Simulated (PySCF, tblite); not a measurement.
Isomers of C3H9Cl2FSi2, one GFN2-xTB conformer each. Single-point energies are computed at PBE0/pcSseg-1 (PySCF, gas phase, no added dispersion term), electronic only.

Question: Rank them by PBE0/pcSseg-1 energy, lowest first (kcal/mol).
A. `[F:1][CH:2]([SiH2:3][CH2:4][Cl:5])[SiH2:6][CH2:7][Cl:8]` with F1–C2–Si3–C4 -76°, C2–Si3–C4–Cl5 -71°, F1–C2–Si6–C7 -65°, C2–Si6–C7–Cl8 -178°
B. `[F:1][C@:2]([Cl:3])([CH2:4][SiH3:5])[SiH2:6][CH2:7][Cl:8]` with F1–C2–C4–Si5 -55°, F1–C2–Si6–C7 -54°, C2–Si6–C7–Cl8 177°

Answer: B (0.0), A (2.2).

Neighbours under 2.5 kcal/mol apart (F[C@](Cl)(C[SiH3])[SiH2]CCl and FC([SiH2]CCl)[SiH2]CCl) can change places with a better method, another conformer or zero-point energy. GFN2-xTB itself gives, in the same order: 0.0, 12.9. Both levels put the same isomer lowest.

Q: Which frontier levels, dipoles and rotational constants go with these structures?

A: 
```json
{"SMILES": "F[C@](Cl)(C[SiH3])[SiH2]CCl", "HOMO (eV, PBE0/pcSseg-1)": "-8.14", "LUMO (eV)": "-0.25", "dipole (D)": "2.24", "A, B, C (MHz)": "1415, 519.4, 423.1"}
{"SMILES": "FC([SiH2]CCl)[SiH2]CCl", "HOMO (eV, PBE0/pcSseg-1)": "-7.82", "LUMO (eV)": "0.07", "dipole (D)": "3.27", "A, B, C (MHz)": "1484, 467.1, 378.5"}
```

Q: What happens when harmonic zero-point energies from GFN2-xTB frequencies are added?

A: 
```
                     SMILES  ZPE (kcal/mol)  electronic (kcal/mol)  with ZPE (kcal/mol)
F[C@](Cl)(C[SiH3])[SiH2]CCl            65.7                    0.0                  0.0
     FC([SiH2]CCl)[SiH2]CCl            67.2                    2.2                  3.6
```

The zero-point energies span 1.5 kcal/mol. The order is unchanged.
